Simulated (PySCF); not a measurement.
From one molecule to another.

First species: C4H10FNSi2.
SMILES with atom numbers: `[N:1]#[C:2][CH2:3][SiH2:4][CH2:5][C@H:6]([F:7])[SiH3:8]` (hydrogens: H9, H10 on C3; H11, H12 on Si4; H13, H14 on C5; H15 on C6; H16, H17, H18 on Si8)

Second species: C₅H₁₃ClSSi₂.
Atom-mapped SMILES: `[CH3:1][C:2](=[S:3])[C@H:4]([Cl:5])[SiH2:6][CH2:7][CH2:8][SiH3:9]` (hydrogens: H10, H11, H12 on C1; H13 on C4; H14, H15 on Si6; H16, H17 on C7; H18, H19 on C8; H20, H21, H22 on Si9)

Levels: PBE0/pcSseg-1 for dipole moment, HOMO energy, LUMO energy and HOMO–LUMO gap; GFN2-xTB for rotational constant A and rotational constant C. Geometries: GFN2-xTB. All species are isolated and taken at one optimised geometry, non-relativistic unless stated. Electronic properties by PySCF.

Dipoles, sizes and rotational constants follow the conformer. The torsions of the flexible species, by atom-mapped SMILES:
- `[N:1]#[C:2][CH2:3][SiH2:4][CH2:5][C@H:6]([F:7])[SiH3:8]`: C2–C3–Si4–C5 57°, C3–Si4–C5–C6 82°, Si4–C5–C6–F7 -43°
- `[CH3:1][C:2](=[S:3])[C@H:4]([Cl:5])[SiH2:6][CH2:7][CH2:8][SiH3:9]`: C1–C2–C4–Cl5 27°, C2–C4–Si6–C7 -62°, C4–Si6–C7–C8 173°, Si6–C7–C8–Si9 180°

(1) Which has the higher LUMO energy?

(2) Which has the higher dipole moment?

(3) Which of the two has the higher rotational constant C, and by how much?

(4) Which has the higher HOMO–LUMO gap?

(5) Which of the two has the higher HOMO energy, and by how much?

(6) Which of the two has the higher rotational constant A, and by how much?

## Answers

(1) The first: 0.29 eV against -2.24 eV, a difference of 2.53 eV.

(2) The first: 4.05 D against 1.70 D, a difference of 2.35 D.

(3) The first: 0.656 GHz against 0.318 GHz, a difference of 0.338 GHz.

(4) The first: 8.56 eV against 4.31 eV, a difference of 4.25 eV.

(5) The second: -6.55 eV against -8.27 eV, a difference of 1.72 eV.

(6) The first: 2.120 GHz against 1.261 GHz, a difference of 0.859 GHz.

On the first: A dipole of 4.05 D is allowed in C1, and pure rotational transitions are dipole-allowed. The dipole matches unit charges of opposite sign 0.84 Å apart (1 e·Å = 4.8032 D).

On the second: A dipole of 1.70 D is allowed in C1, and pure rotational transitions are dipole-allowed. The dipole matches unit charges of opposite sign 0.35 Å apart (1 e·Å = 4.8032 D).
